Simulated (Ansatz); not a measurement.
```yaml
crystal:
  periodic: [true, true, true]
  atoms:
    - {symbol: C, position_ang: [-1.393875, -0.541891, 0.344061]}
    - {symbol: N, position_ang: [-0.084148, 0.078495, 0.180659]}
    - {symbol: Ge, position_ang: [1.362571, -1.029753, 0.496252]}
    - {symbol: Si, position_ang: [0.041647, 1.560292, -0.641971]}
    - {symbol: Cl, position_ang: [-0.172568, 1.392009, -2.696938]}
    - {symbol: H, position_ang: [-1.469736, -1.040911, 1.315812]}
    - {symbol: H, position_ang: [-1.608163, -1.282739, -0.435204]}
    - {symbol: H, position_ang: [-2.183308, 0.214491, 0.306344]}
    - {symbol: H, position_ang: [1.242488, -1.536348, 1.944400]}
    - {symbol: H, position_ang: [2.635346, -0.202380, 0.287548]}
    - {symbol: H, position_ang: [1.318772, -2.232226, -0.465533]}
    - {symbol: H, position_ang: [-1.055318, 2.458228, -0.211861]}
    - {symbol: H, position_ang: [1.386790, 2.128030, -0.408766]}
basis:
  gaussian: {orbitals: def2-mTZVP, final_grid: {core_spheres: 20, valence_spheres: 16, degree: 47}}
hamiltonian: {xc: {name: r2SCANh}, dispersion: d3bjatm}
output: {forces: true}
```

```sh
$ ansatz run in.yaml --threads 4 --pin off --events-out ev --progress --plain --max-ram 11315MiB
```

Output, abridged:

```
Error: YAML parse error: error: line 2 column 3: crystal: missing field `lattice` (a structure is typed as `lattice` and `atoms`, a molecule's as `atoms` in Å alone, or read from a run's directory, `checkpoint`)
 --> <input>:2:3
1 | crystal:
2 |   periodic: [true, true, true]
3 |   atoms:
4 |     - {symbol: C, position_ang: [-1.393875, -0.541891, 0.344061]}
```

In this input the molecule is marked periodic without a cell. The program refused the input.
